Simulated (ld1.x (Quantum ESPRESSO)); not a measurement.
**aluminium, PAW: configuration errors across variants**

| Item | Value |
| --- | --- |
| Element | Al (Z = 13) |
| Generator | ld1.x (Quantum ESPRESSO) 7.5 |
| Type | PAW |
| Functional | PBE |
| Relativity | non-relativistic |
| Frozen core | [He] |
| Valence charge | 11 |
| Reference configuration | 2s2 2p6 3s2 3p1 |
| Partial waves | 2s (bound): rcut 1.05, rcutus 1.25 bohr; 3s (bound): rcut 1.05, rcutus 1.25 bohr; 2p (bound): rcut 0.90, rcutus 1.00 bohr; 3p (bound): rcut 0.90, rcutus 1.00 bohr |
| Local potential | all-electron potential smoothed inside 1.00 bohr (lloc = -1) |
| Core correction | a·sin(br)/r model core, default radius (core density twice the valence density) |
| Augmentation charge | PSQ, inside the norm-conserving radii |

All-electron excitation energies from the reference (eV): (1) 2s2 2p6 3s2 3p0 5.771; (2) 2s2 2p6 3s1 3p0 24.963; (3) 2s2 2p6 3s0 3p0 53.354; (4) 2s2 2p5 3s2 3p1 82.858; (5) 2s2 2p6 3s2 3p0.5 2.090; (6) 2s2 2p6 3s2 3p1.3 -0.577; (7) 2s2 2p6 3s0 3p3 10.383.

The overlap operator is not positive definite (basis up to 400 Ry) in “base”, “waves 2s (bound): rcut 1.05, rcutus 1.14 bohr; 3s (bound): rcut 1.05, rcutus 1.14 bohr”, “waves 2s (bound): rcut 1.05, rcutus 1.34 bohr; 3s (bound): rcut 1.05, rcutus 1.34 bohr”, “waves 2s (bound): rcut 1.05, rcutus 1.56 bohr; 3s (bound): rcut 1.05, rcutus 1.56 bohr”. Such files are unfit for use, however small their errors in these radial tests.

2 further variants failed, have other tests or too few solved ones, and are left out.

Errors AE − PS in meV (a dash: test not solved or not reliable):

```tsv
change	(1)	(2)	(3)	(4)	(5)	(6)	(7)	bound ghosts
base	+0.7	+9.2	-2.0	+5.9	+0.1	0.0	-0.3	not determined (overlap not positive)
waves 2s (bound): rcut 0.80, rcutus 0.84 bohr; 3s (bound): rcut 0.80, rcutus 0.84 bohr	0.0	0.0	-0.2	-16	0.0	0.0	+0.1	none
waves 2s (bound): rcut 1.05, rcutus 1.14 bohr; 3s (bound): rcut 1.05, rcutus 1.14 bohr	+28	+106	-0.5	+1120	+6.7	+0.7	-1.0	not determined (overlap not positive)
waves 2s (bound): rcut 1.05, rcutus 1.34 bohr; 3s (bound): rcut 1.05, rcutus 1.34 bohr	+0.8	+8.0	-3.9	-141	+0.1	+0.1	0.0	not determined (overlap not positive)
waves 2s (bound): rcut 1.05, rcutus 1.56 bohr; 3s (bound): rcut 1.05, rcutus 1.56 bohr	+1.4	+9.3	-12	-379	+0.2	0.0	-0.4	not determined (overlap not positive)
```

(1) Give the same row for: waves 2s (bound): rcut 0.94, rcutus 1.00 bohr; 3s (bound): rcut 0.94, rcutus 1.00 bohr.

Results:

(1) +0.1, +1.0, -0.3, +38, 0.0, 0.0, +0.4; bound ghosts: none.
